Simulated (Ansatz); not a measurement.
Rb₈⁻, 8 atoms. Hardware: 4 threads of Arm Neoverse V1 on a shared host.

In the def2 sets Rb takes a core potential; there is no spin–orbit coupling. Correlated methods freeze no core orbitals; core or outer-core shells of Rb are correlated, in sets that lack core-valence functions.

**Question.** How many basis functions does each of these Ansatz runs have, and roughly what does it cost? B3LYP/def2-TZVPD, charge -1 doublet, energy, from earlier orbitals; revPBE/def2-TZVPD, charge -1 doublet, energy, from earlier orbitals; RPA@PBE/def2-TZVPD, charge -1 doublet, energy, from earlier orbitals; PBE0/def2-TZVPD, charge -1 doublet, energy, from earlier orbitals; PBE/def2-SVP, charge -1 doublet, energy with a search over starts; MP2/def2-TZVPD, charge -1 doublet, energy, from earlier orbitals; PBE/def2-SVPD, charge -1 doublet, relaxation, 12 steps; PBE/def2-TZVPD, charge -1 doublet, energy and forces, from earlier orbitals.

**Answer.** Other jobs shared the machine, so times can vary by a factor of up to 3.

| run | functions | fitting or Cholesky vectors | wall time | peak host memory (GiB) |
| --- | --- | --- | --- | --- |
| MP2/def2-TZVPD, charge -1 doublet, energy, from earlier orbitals | 264 | 2736 | 56 s | 1.6 |
| RPA@PBE/def2-TZVPD, charge -1 doublet, energy, from earlier orbitals | 264 | 2736 | 60 s | 1.8 |
| PBE/def2-TZVPD, charge -1 doublet, energy and forces, from earlier orbitals | 264 | 2592 | 63 s | 1.7 |
| revPBE/def2-TZVPD, charge -1 doublet, energy, from earlier orbitals | 264 | 2592 | 66 s | 1.7 |
| PBE/def2-SVP, charge -1 doublet, energy with a search over starts | 192 | 2160 | 88 s | 1.1 |
| B3LYP/def2-TZVPD, charge -1 doublet, energy, from earlier orbitals | 264 | 2592 | 90 s | 1.6 |
| PBE0/def2-TZVPD, charge -1 doublet, energy, from earlier orbitals | 264 | 2592 | 2.2 min | 1.8 |
| PBE/def2-SVPD, charge -1 doublet, relaxation, 12 steps | 216 | 2312 | 2.8 min | 0.99 |
